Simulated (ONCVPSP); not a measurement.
# Pseudopotential generation for Ru: ONCV, PBE, scalar-relativistic.

The input file (ONCVPSP 4.0.1):

```
# ATOM AND REFERENCE CONFIGURATION
# atsym  z   nc   nv     iexc    psfile
  Ru 44.00    7    3        4      upf
#
#   n    l    f
    1    0    2.00
    2    0    2.00
    2    1    6.00
    3    0    2.00
    3    1    6.00
    3    2   10.00
    4    0    2.00
    4    1    6.00
    4    2    7.00
    5    0    1.00
#
# PSEUDOPOTENTIAL AND OPTIMIZATION
# lmax
    2
#
#   l,   rc,      ep,       ncon, nbas, qcut
    0    2.55    0.00    4    8    2.40
    1    1.40    0.00    3    8   10.70
    2    1.85    0.00    4    9   10.00
#
# LOCAL POTENTIAL
# lloc, lpopt,  rc(5),   dvloc0
    4    4    0.90    0.00
#
# VANDERBILT-KLEINMAN-BYLANDER PROJECTORs
# l, nproj, debl
    0    1    1.60
    1    2    2.00
    2    2    2.50
#
# MODEL CORE CHARGE
# icmod, fcfact, rcfact
    3    5.00    1.65
#
# LOG DERIVATIVE ANALYSIS
# epsh1, epsh2, depsh
   -3.00    5.00    0.02
#
# OUTPUT GRID
# rlmax, drl
    6.00    0.01
#
# TEST CONFIGURATIONS
# ncnf
    4
# nvcnf
#   n    l    f
    3
    4    1    6.00
    4    2    7.00
    5    0    0.00
#
    3
    4    1    6.00
    4    2    6.00
    5    0    0.00
#
    3
    4    1    6.00
    4    2    5.00
    5    0    0.00
#
    3
    4    1    6.00
    4    2    6.00
    5    0    2.00
#
```

Command:

```bash
oncvpsp.x < Ru.dat > Ru.out
```

Resulting log (shortened: citation, most of the input echo, consistency checks and plot data are left out):

```
ONCVPSP  (Optimized Norm-Conservinng Vanderbilt PSeudopotential)
scalar-relativistic version 4.0.1

#   n    l    f        energy (Ha)
    1    0    2.00    -8.0619226E+02
    2    0    2.00    -1.1591338E+02
    2    1    6.00    -1.0381142E+02
    3    0    2.00    -2.0412248E+01
    3    1    6.00    -1.6435177E+01
    3    2   10.00    -1.0036845E+01
    4    0    2.00    -2.8065926E+00
    4    1    6.00    -1.7057633E+00
    4    2    7.00    -1.9118430E-01
    5    0    1.00    -1.5580714E-01

Reference configufation results
  iterations    32
  all-electron total energy (Ha)   -4.53075259D+03

Begin loop to  construct optimized pseudo wave functions
and semi-local pseudopoentials for all angular momenta

Calculating optimized projector #   1

 for l=   0

    Fraction of norm inside rc  0.279491
    Optimizing pswf for qcut=   2.39 a_B^-1,  ecut=   2.87 Ha
    Residual kinetic energy error=  1.53D-03 Ha

    Energy error per electron        Cutoff
         Ha          eV             Ha
         0.01000     0.27211        1.79
         0.00100     0.02721        3.24
         0.00010     0.00272       18.26
         0.00001     0.00027       25.53

   Wellstate for l =  1  n =  5
     eigenvalue =   0.2942
     asymptotic potential =   0.7942
     half-point radius =  3.5607

Calculating optimized projector #   1

 for l=   1

    Fraction of norm inside rc  0.776752
    Optimizing pswf for qcut=  10.71 a_B^-1,  ecut=  57.31 Ha
    Residual kinetic energy error=  8.99D-08 Ha

    Energy error per electron        Cutoff
         Ha          eV             Ha
         0.01000     0.27211       24.88
         0.00100     0.02721       34.93
         0.00010     0.00272       42.19
         0.00001     0.00027       47.68

Calculating optimized projector #   2

 for l=   1

    Fraction of norm inside rc  0.067372
    Optimizing pswf for qcut=  10.71 a_B^-1,  ecut=  57.31 Ha
    Residual kinetic energy error=  3.22D-08 Ha

    Energy error per electron        Cutoff
         Ha          eV             Ha
         0.01000     0.27211       10.76
         0.00100     0.02721       30.25
         0.00010     0.00272       39.17
         0.00001     0.00027       45.71

   Wellstate for l =  2  n =  6
     eigenvalue =   2.3088
     asymptotic potential =   2.8088
     half-point radius =  3.6483

Calculating optimized projector #   1

 for l=   2

    Fraction of norm inside rc  0.666171
    Optimizing pswf for qcut=  10.00 a_B^-1,  ecut=  49.96 Ha
    Residual kinetic energy error=  2.46D-09 Ha

    Energy error per electron        Cutoff
         Ha          eV             Ha
         0.01000     0.27211       19.15
         0.00100     0.02721       25.65
         0.00010     0.00272       31.45
         0.00001     0.00027       36.39

Calculating optimized projector #   2

 for l=   2

    Fraction of norm inside rc  0.126932
    Optimizing pswf for qcut=  10.00 a_B^-1,  ecut=  49.96 Ha
    Residual kinetic energy error=  2.78D-09 Ha

    Energy error per electron        Cutoff
         Ha          eV             Ha
         0.01000     0.27211       19.74
         0.00100     0.02721       26.56
         0.00010     0.00272       32.74
         0.00001     0.00027       37.67

Construct Vanderbilt / Kleinmman-Bylander projectors

B matrix Hermiticity error, ll=   1
   1   2    2.4519E-04

  Orthonormal projector coefficients  1.0761E+01  1.5969E+00

B matrix Hermiticity error, ll=   2
   1   2   -2.1982E-04

  Orthonormal projector coefficients  4.2737E+00  7.1668E-01

Model core correction analysis
  based on d2Exc/dn_idn_j

d2excae - all-electron derivatives

   -2.844937D-02   -1.794185D-02   -2.106975D-03
   -1.794198D-02   -1.806087D-02   -9.294950D-03
   -2.106548D-03   -9.292989D-03   -2.801148D-02

d2excps - pseudofunction derivatives with no core correction

   -3.559395D-02   -2.131447D-02   -1.989668D-03
   -2.131487D-02   -1.984999D-02   -9.727842D-03
   -1.989225D-03   -9.725809D-03   -2.813035D-02

rms 2nd derivative error    2.932827E-03

rmatch, rhocmatch    0.7406   12.9769

Teter function model core charge with specified parameters

d2excps - pseudofunction derivatives with core correction

   -2.509102D-02   -1.696040D-02   -1.927791D-03
   -1.696043D-02   -1.792205D-02   -9.688399D-03
   -1.927349D-03   -9.686355D-03   -2.811908D-02

rms 2nd derivative error    1.229717E-03

Pseudoatom total energy  -68.614355

Diagnostic tests using Vanderbilt-Kleinman-Bylander pseudopotentials
  1 or more projectors used as specified by nproj input data

   l    rcore       rmatch      e in        delta e   norm test  slope test

   0   2.5548041   2.6323735  -0.1558071  -0.0000003   1.0000002   0.9999849

   1   1.4046222   1.4472696  -1.7057633  -0.0000115   1.0001442   1.0001651
   1   1.4046222   1.4472696   0.2942367   0.0000110   1.0003562   1.0003562

   2   1.8606498   1.9171431  -0.1911843   0.0000009   1.0000642   1.0000765
   2   1.8606498   1.9171431   2.3088157   0.0000516   1.0002062   1.0002062

 Testing for bound ghosts
   n   l    E NL Schr. Eq   E Basis Diag.   E Cutoff

       0                       -8.365371     28.54  WARNING - GHOST(-)
   1   0       -0.155807       -0.151130     28.54

   2   1       -1.705775       -1.705674    153.60

   3   2       -0.191183       -0.188732    128.02

 Testing for highly-localized positive-energy ghosts
       l    <radius>/rc     E Basis Diag.   E Cutoff

Test configuration 0

   n   l     f        eae           eps        diff
   1   0  2.0000 -806.19226258
   2   0  2.0000 -115.91337527
   2   1  6.0000 -103.81142209
   3   0  2.0000  -20.41224764
   3   1  6.0000  -16.43517702
   3   2 10.0000  -10.03684495
   4   0  2.0000   -2.80659264
   4   1  6.0000   -1.70576332   -1.70577478   -1.15D-05
   4   2  7.0000   -0.19118430   -0.19118345    8.52D-07
   5   0  1.0000   -0.15580714   -0.15580746   -3.15D-07

    Total energies and differences
      AE_ref= -4.53075259D+03  AE_tst= -4.53075259D+03  dif=  0.00D+00
      PS_ref= -6.86143552D+01  PS_tst= -6.86143552D+01  dif=  7.11D-14
      PSP excitation error= -7.11D-14

Test configuration 1

   n   l     f        eae           eps        diff
   1   0  2.0000 -806.46376883
   2   0  2.0000 -116.18083304
   2   1  6.0000 -104.07911963
   3   0  2.0000  -20.68091432
   3   1  6.0000  -16.70382927
   3   2 10.0000  -10.30517050
   4   0  2.0000   -3.07860716
   4   1  6.0000   -1.97905601   -1.97683392    2.22D-03
   4   2  7.0000   -0.46095259   -0.46030866    6.44D-04

    Total energies and differences
      AE_ref= -4.53075259D+03  AE_tst= -4.53048460D+03  dif=  2.68D-01
      PS_ref= -6.86143552D+01  PS_tst= -6.83459653D+01  dif=  2.68D-01
      PSP excitation error= -3.97D-04

Test configuration 2

psatom: WARNING lschvkbb convergence error n,l,iter=   1   0  39
ea(ii),et,emin,emax -5.234875E-01 -5.360974E-01 -5.360974E-01 -5.360974E-01
run_config: WARNING for fully non-local PS atom, stg. 1
 WARNING no output for configuration 3

Test configuration 3

psatom: WARNING lschvkbb convergence error n,l,iter=   1   0  24
ea(ii),et,emin,emax -4.771748E-01 -4.996647E-01 -4.996647E-01 -4.996647E-01
run_config: WARNING for fully non-local PS atom, stg. 1
 WARNING no output for configuration 4

Test configuration 4

   n   l     f        eae           eps        diff
   1   0  2.0000 -806.31864601
   2   0  2.0000 -116.04783589
   2   1  6.0000 -103.94534421
   3   0  2.0000  -20.54440446
   3   1  6.0000  -16.56735604
   3   2 10.0000  -10.16968647
   4   0  2.0000   -2.92914319
   4   1  6.0000   -1.82267168   -1.82486348   -2.19D-03
   4   2  6.0000   -0.28187328   -0.28217789   -3.05D-04
   5   0  2.0000   -0.19065133   -0.18938894    1.26D-03

    Total energies and differences
      AE_ref= -4.53075259D+03  AE_tst= -4.53069010D+03  dif=  6.25D-02
      PS_ref= -6.86143552D+01  PS_tst= -6.85511228D+01  dif=  6.32D-02
      PSP excitation error= -7.42D-04
```

Note: ghosts flagged at negative energy: s at -227.6 eV; no localised positive-energy state flagged. A true bound ghost makes a file unfit for plane-wave use.

The run took about 2.7 s on one core of a shared server CPU.
